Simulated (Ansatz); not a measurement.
One change: `CC(C)[O][AlH2]` becomes `CC(C)[O][InH][NH2]`.

Ansatz, PBE0-D4/def2-TZVP geometries, multiplicity 1. Each molecule was computed in one conformer, which needn't be the lowest.

Elements past krypton have def2 core potentials.

```tsv
property	`CC(C)[O][AlH2]`
HOMO energy (PBE/def2-TZVPP) / eV	-6.42
LUMO energy (ωB97M-V/def2-TZVPP) / eV	0.67
HOMO energy (PBE0/def2-TZVPP) / eV	-7.82
ideal-gas entropy at 298 K and 1 bar (rigid rotor, harmonic PBE0-D4/def2-TZVP) / J/(mol·K)	359
LUMO energy (PBE/def2-TZVPP) / eV	-1.66
size of the dipole moment (ωB97M-V/def2-TZVPP) / D	1.19
```

(1) Give the same properties after the change, and the shifts. (Best estimate.)

Answers

(1) Ansatz gave: 
```json
{"property": "HOMO energy (PBE/def2-TZVPP) / eV", "`CC(C)[O][InH][NH2]`": "-5.58", "shift": "0.84"}
{"property": "LUMO energy (ωB97M-V/def2-TZVPP) / eV", "`CC(C)[O][InH][NH2]`": "0.53", "shift": "-0.14"}
{"property": "HOMO energy (PBE0/def2-TZVPP) / eV", "`CC(C)[O][InH][NH2]`": "-7.00", "shift": "0.82"}
{"property": "ideal-gas entropy at 298 K and 1 bar (rigid rotor, harmonic PBE0-D4/def2-TZVP) / J/(mol·K)", "`CC(C)[O][InH][NH2]`": "421", "shift": "62"}
{"property": "LUMO energy (PBE/def2-TZVPP) / eV", "`CC(C)[O][InH][NH2]`": "-1.55", "shift": "0.11"}
{"property": "size of the dipole moment (ωB97M-V/def2-TZVPP) / D", "`CC(C)[O][InH][NH2]`": "1.71", "shift": "0.52"}
```

With PBE0 the HOMO rises by 0.82 eV and the LUMO rises by 0.05 eV, so the gap narrows by about 0.77 eV. PBE moves the HOMO by 0.84 eV and ωB97M-V by 0.75 eV. The zero-point energy changes by 43.5 kJ/mol with +6 modes. Dipoles are sizes alone; their direction can turn. Modes under 60 cm⁻¹, often nearly free rotors, make the harmonic entropy too high.
